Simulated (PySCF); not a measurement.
Tc(O)3(Me) (CH3O3Tc), SMILES [CH3][Tc](=[O])(=[O])=[O], multiplicity 1. Atoms are numbered in the order given.

```xyz
8

Tc     0.0000     0.0000    -0.1096
O     -1.3966     0.8063    -0.5789
O      1.3966     0.8063    -0.5789
O      0.0000    -1.6126    -0.5789
C      0.0000     0.0000     1.9511
H      0.0000     1.0442     2.2998
H      0.9043    -0.5221     2.2998
H     -0.9043    -0.5221     2.2998
```
Charge 0, spin multiplicity 1.

The structure is a stationary point at r2SCAN-D4/def2-SVP. The multiplicity is an assumed one; other spin states were not compared. The def2 effective core potentials stand for the cores of Tc; spin–orbit coupling is left out.

The numbers are results of r2SCAN-D4/def2-SVP (PySCF 2.14.0), not measurements.

Frequencies are harmonic and unscaled.

Modes within 1.5 cm⁻¹ of each other (mostly degenerate sets) share a row, with their intensities summed.

| mode | ν (cm⁻¹) | IR (km/mol) | moving atoms (share of kinetic energy) |
|---|---|---|---|
| 1 | 168 | 0.0 | H 97 % |
| 2–3 | 209 | 0.2 | O 46 %, C 26 %, H 20 %, Tc 8 % |
| 4 | 289 | 15.3 | O 73 %, Tc 20 % |
| 5–6 | 340 | 4.6 | O 90 %, Tc 10 % |
| 7 | 574 | 22.3 | C 65 %, H 19 %, Tc 15 % |
| 8–9 | 702 | 2.9 | H 80 %, C 18 % |
| 10 | 1016 | 29.7 | O 95 % |
| 11–12 | 1024 | 307.7 | O 79 %, Tc 21 % |
| 13 | 1185 | 0.2 | H 80 %, C 20 % |
| 14–15 | 1390 | 22.4 | H 95 % |
| 16 | 3034 | 4.2 | H 98 % |
| 17–18 | 3167 | 1.4 | H 90 %, C 10 % |
